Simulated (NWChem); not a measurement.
Program: NWChem. System: HFOPb, charge 0, spin multiplicity 1, at a geometry optimised with PBE0/def2-SVP with def2 effective core potentials on Pb. The structure started from a generated list of species. Level: EOM-CCSD/def2-SVPD with def2 effective core potentials on Pb, 6 core orbitals frozen.

Job file:

```
start mol
memory heap 100 mb stack 700 mb global 1900 mb
geometry units angstroms nocenter noautoz
  Pb    -0.027742    -0.265065     0.000000
  F     -1.357589     1.314907     0.000000
  O      1.641043     0.997097     0.000000
  H      1.364789     1.924393     0.000000
  symmetry group Cs
end
basis spherical
  * library def2-svpd
end
ecp
  Pb library def2-ecp
end
scf
  rhf
  nopen 0
  maxiter 100
  thresh 1e-7
  semidirect memsize 60000000 filesize 0
end
tce
  freeze core 6
  ccsd
  nroots 2
  2eorb
  2emet 13
  thresh 1e-5
  maxiter 200
  tilesize 24
end
task tce energy
```

Part of the output:

```
             Northwest Computational Chemistry Package (NWChem) 7.3.0
             --------------------------------------------------------

                                NWChem Input Module
                                -------------------

 Scaling coordinates for geometry "geometry" by  1.889725989
 (inverse scale =  0.529177249)

 Turning off AUTOSYM since
 SYMMETRY directive was detected!

                             Geometry "geometry" -> ""
                             -------------------------

 Output coordinates in angstroms (scale by  1.889725989 to convert to a.u.)

  No.       Tag          Charge          X              Y              Z
 ---- ---------------- ---------- -------------- -------------- --------------
    1 Pb                  82.0000    -0.02774200    -0.26506500     0.00000000
    2 F                    9.0000    -1.35758900     1.31490700     0.00000000
    3 O                    8.0000     1.64104300     0.99709700     0.00000000
    4 H                    1.0000     1.36478900     1.92439300     0.00000000

 Effective nuclear repulsion energy (a.u.)     390.4578194679

            Nuclear Dipole moment (a.u.)
            ----------------------------
        X                 Y               Z
 ---------------- ---------------- ----------------
    -0.0000226767     0.0000037795     0.0000000000

      Symmetry information
      --------------------

 Group name             Cs
 Group number              2
 Group order               2
 No. of unique centers     4

      Symmetry unique atoms

     1    2    3    4


 Summary of "ao basis" -> "" (spherical)
 ------------------------------------------------------------------------------
       Tag                 Description            Shells   Functions and Types
 ---------------- ------------------------------  ------  ---------------------
 *                         def2-svpd                  on all atoms

 Summary of "ao basis" -> "ao basis" (spherical)
 ------------------------------------------------------------------------------
       Tag                 Description            Shells   Functions and Types
[...]
   0.0040979255796   0.1740638816696    4.73652
   0.0074606931598   0.2313469324171    6.29527     2.7     2.7

 Iteration   9 using   18 trial vectors
   0.0021468354972   0.1740564150812    4.73632
   0.0050652684443   0.2313190151416    6.29451     2.7     2.7

 Iteration  10 using   20 trial vectors
   0.0010098247066   0.1740515847662    4.73619
   0.0040149542525   0.2312789200147    6.29342     2.8     2.8

 Iteration  11 using   22 trial vectors
   0.0005347100197   0.1740530753729    4.73623
   0.0043122510661   0.2312786859120    6.29342     2.9     2.9

 Iteration  12 using   24 trial vectors
   0.0002915486580   0.1740540169683    4.73625
   0.0041953600448   0.2312798632593    6.29345     2.8     2.8

 Iteration  13 using   26 trial vectors
   0.0001278365966   0.1740536682096    4.73624
   0.0029794775760   0.2312493450088    6.29262     2.8     2.8

 Iteration  14 using   28 trial vectors
   0.0000524252119   0.1740537735832    4.73625
   0.0015160845497   0.2312512767973    6.29267     2.8     2.8

 Iteration  15 using   30 trial vectors
   0.0000221848143   0.1740539488721    4.73625
   0.0006555949913   0.2312515266632    6.29268     2.8     2.8

 Iteration  16 using   32 trial vectors
   0.0000112922603   0.1740539857156    4.73625
   0.0003253918991   0.2312460831066    6.29253     2.9     2.9

 Iteration  17 using   34 trial vectors
   0.0000072968146   0.1740539873898    4.73625
   0.0002076192494   0.2312466265328    6.29254     2.8     2.8

 Iteration  18 using   35 trial vectors
   0.0000061960218   0.1740539851431    4.73625
   0.0001805393976   0.2312464923944    6.29254     1.7     1.7

 Iteration  19 using   36 trial vectors
   0.0000053474413   0.1740539864399    4.73625
   0.0001436482488   0.2312464568512    6.29254     1.7     1.7

 Iteration  20 using   37 trial vectors
   0.0000048203653   0.1740539824567    4.73625
   0.0001022668994   0.2312463461039    6.29254     1.8     1.8

 Iteration  21 using   38 trial vectors
   0.0000046674382   0.1740539782312    4.73625
   0.0000723273584   0.2312463308508    6.29254     1.7     1.7

 Iteration  22 using   39 trial vectors
   0.0000046249666   0.1740539799539    4.73625
   0.0000468561183   0.2312465627863    6.29254     1.8     1.8

 Iteration  23 using   40 trial vectors
   0.0000046576094   0.1740539805777    4.73625
   0.0000313625516   0.2312464541565    6.29254     1.8     1.8

 Iteration  24 using   41 trial vectors
   0.0000045927697   0.1740539815866    4.73625
   0.0000194107691   0.2312464772234    6.29254     1.8     1.8

 Iteration  25 using   42 trial vectors
   0.0000045879170   0.1740539816216    4.73625
   0.0000134690383   0.2312464248484    6.29254     1.8     1.8

 Iteration  26 using   43 trial vectors
   0.0000045817811   0.1740539812029    4.73625
   0.0000080538827   0.2312464486425    6.29254     1.7     1.7
 --------------------------------------------------------------
 Iterations converged
 ------------------

 Excited state root  1
 Excitation energy / hartree =        0.174053981202872
                   / eV      =        4.736251825293303
 largest EOMCCSD amplitudes: R1 and R2

 Singles contributions
    21a"  (alpha) ---    18a'  (alpha)       -0.2714465283
    21a"  (alpha) ---    20a'  (alpha)       -0.8583675348

 Doubles contributions
 ------------------

 Excited state root  2
 Excitation energy / hartree =        0.231246448642506
                   / eV      =        6.292538710729537
 largest EOMCCSD amplitudes: R1 and R2

 Singles contributions
    21a"  (alpha) ---    14a'  (alpha)        0.1255231128
    21a"  (alpha) ---    15a'  (alpha)        0.1255633572
    21a"  (alpha) ---    18a'  (alpha)        0.8398172683
    21a"  (alpha) ---    20a'  (alpha)       -0.2567664705

 Doubles contributions

 Task  times  cpu:      174.5s     wall:      174.5s

 Total times  cpu:      174.5s     wall:      174.5s
```
